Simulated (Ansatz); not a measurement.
Ideal-gas functions of ClH₄NSSi, SMILES `N[SiH](S)Cl` at 800 K and 1 bar, from an Ansatz frequency run at PBE0-D4/def2-TZVP.

Molar mass 113.64 g/mol, point group C1 (symmetry number 1), electronic degeneracy 1, moments of inertia 116.944, 208.457, 299.803 u Å². Harmonic wavenumbers (cm⁻¹, unscaled): 164, 196, 218, 263, 317, 401, 487, 553, 708, 757, 833, 901, 920, 1576, 2267, 2721, 3605, 3704.

Use S(trans) = R[1.5 ln M + 2.5 ln T − 1.1517]; rotational temperatures θ = 24.2544 K / I; S(rot) = R[ln(√π/σ · √(T³/θAθBθC)) + 1.5]; for each mode x = 1.438777 ν̃/T, S = R[x/(eˣ − 1) − ln(1 − e⁻ˣ)] and H = RT x/(eˣ − 1); 1 cm⁻¹ = 0.0119627 kJ/mol; R = 8.31446 J/(mol·K).

By hand: the entropy, in J/(mol·K).

Translation 188.4. Rotation: θ = 0.2074, 0.1164, 0.0809 K, giving 126.5. Vibration, mode by mode: 18.50, 17.03, 16.15, 14.62, 13.10, 11.21, 9.68, 8.69, 6.85, 6.36, 5.69, 5.16, 5.02, 1.97, 0.73, 0.37, 0.10, 0.08, in all 141.3. Electronic 0.0. Sum 456.2 J/(mol·K).

By hand: H − E and G − E in kJ/mol, counted from the electronic energy.

Zero-point energy ½ × 20591 × 0.0119627 = 123.2; thermal vibration 56.0; translation, rotation and pV give 4 RT = 26.6. H − E = 205.8 kJ/mol, and G − E = 205.8 − 800 × 456.2/1000 = -159.2 kJ/mol.

Vibration gives 31 % of the entropy. The sum counts one conformer and one mirror image; others add a mixing term.
